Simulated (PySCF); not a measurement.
# Manganese: highly charged ions in a basis for the neutral atom

Mn²²⁺ [He] 2s1, Mn²³⁺ 1s2. Computed with PySCF 2.14 in cc-pVTZ, with the non-relativistic Hamiltonian (point nucleus). No spin-orbit coupling, so a gap to NIST mixes the basis error with missing relativistic terms.

Changed run: basis of the neutral atom used for a highly charged ion. This setting is unsound on purpose.

```csv
species,method,sound run (hartree),changed run (hartree),converged
Mn²²⁺,UHF,not run,-677.54977,yes
Mn²²⁺,MN15,not run,-677.54798,yes
Mn²²⁺,LDA,not run,-675.54425,yes
Mn²³⁺,UHF,not run,-609.47176,yes
Mn²³⁺,MN15,not run,-609.44077,yes
Mn²³⁺,LDA,not run,-607.55043,yes
```

Ionisation energy of Mn²²⁺:

```
method  changed run (eV)  NIST (eV)
   UHF            1852.5     1879.9
  MN15            1853.3     1879.9
   LDA            1850.2     1879.9
```

The contracted functions were made for the neutral atom and can be too rigid for a highly charged ion.
